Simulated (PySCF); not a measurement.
ethylenediamine cation (C2H8N2), SMILES NCCN (connectivity only; charge and spin as stated), charge +1, multiplicity 2. Atoms are numbered in the order given.

```xyz
12

N      0.1073    -1.8733     0.0000
C     -0.5512    -0.6791     0.0000
C      0.5512     0.6791     0.0000
N     -0.1073     1.8733     0.0000
H      0.4360    -2.2980     0.8621
H      0.4360    -2.2980    -0.8621
H     -1.1377    -0.5121    -0.9123
H     -1.1377    -0.5121     0.9123
H      1.1377     0.5121     0.9123
H      1.1377     0.5121    -0.9123
H     -0.4360     2.2980    -0.8621
H     -0.4360     2.2980     0.8621
```
Charge +1, spin multiplicity 2.

Coordinates come from a PBE0-D3(BJ)/def2-SVP optimisation. The spin state was assumed, not searched. Other conformers were not sampled.

The numbers are results of PBE0-D3(BJ)/def2-SVP (PySCF), not measurements.

Harmonic, unscaled wavenumbers; measured fundamentals usually lie a few per cent lower.

| mode | ν (cm⁻¹) | IR (km/mol) | moving atoms (share of kinetic energy) |
|---|---|---|---|
| 1 | 125 | 3.1 | H 47 %, C 28 %, N 25 % |
| 2 | 299 | 12.4 | C 38 %, H 34 %, N 28 % |
| 3 | 316 | 0.0 | C 43 %, N 38 %, H 19 % |
| 4 | 409 | 2.7 | H 96 % |
| 5 | 456 | 0.0 | H 89 %, C 11 % |
| 6 | 507 | 0.0 | H 69 %, C 21 %, N 11 % |
| 7 | 531 | 482.7 | H 73 %, N 25 % |
| 8 | 591 | 0.0 | C 59 %, N 30 %, H 10 % |
| 9 | 809 | 11.4 | H 95 % |
| 10 | 873 | 0.0 | H 89 %, C 10 % |
| 11 | 1013 | 6.3 | H 93 % |
| 12 | 1155 | 0.0 | H 78 %, C 18 % |
| 13 | 1161 | 0.0 | H 79 %, C 16 % |
| 14 | 1259 | 1.8 | H 81 %, C 18 % |
| 15 | 1279 | 0.0 | H 49 %, N 29 %, C 22 % |
| 16 | 1311 | 36.8 | H 39 %, C 31 %, N 31 % |
| 17 | 1336 | 0.0 | H 81 %, N 11 % |
| 18 | 1348 | 1.5 | H 76 %, C 12 %, N 12 % |
| 19 | 1470 | 42.4 | H 78 %, C 21 % |
| 20 | 1485 | 0.0 | H 81 %, C 19 % |
| 21 | 1632 | 0.0 | H 82 %, N 15 % |
| 22 | 1637 | 124.7 | H 78 %, N 17 % |
| 23 | 3114 | 0.0 | H 95 % |
| 24 | 3117 | 2.8 | H 95 % |
| 25 | 3213 | 0.0 | H 89 %, C 11 % |
| 26 | 3225 | 1.5 | H 89 %, C 11 % |
| 27 | 3573 | 687.4 | H 96 % |
| 28 | 3588 | 0.0 | H 96 % |
| 29 | 3703 | 0.0 | H 90 %, N 10 % |
| 30 | 3703 | 238.6 | H 90 %, N 10 % |
